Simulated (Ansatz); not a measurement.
The cluster Cs4⁺. Total charge 1; doublet. Geometry PBE/def2-TZVP; atoms count from 1.

```xyz
4

Cs   -2.4729    4.1041   -0.6710
Cs    1.7664    1.2319    1.2415
Cs    2.4403   -4.1146    0.7184
Cs   -1.7338   -1.2214   -1.2889
```

In the def2 sets Cs takes a core potential; there is no spin–orbit coupling. The structure comes from a short search, and lower isomers may exist.

Estimate the Mulliken populations from the PBE0/def2-TZVP orbitals of Ansatz.


```
atom  charge (e)  spin (α − β)
 Cs1       -0.09          0.76
 Cs2        0.59         -0.26
 Cs3       -0.09          0.76
 Cs4        0.60         -0.26
```
Mulliken values depend strongly on the basis.

Where does the spin sit?

Summed by element: Cs 1.00, of 1 unpaired in all. Largest on single atoms: Cs1 0.76, Cs3 0.76, Cs4 -0.26.
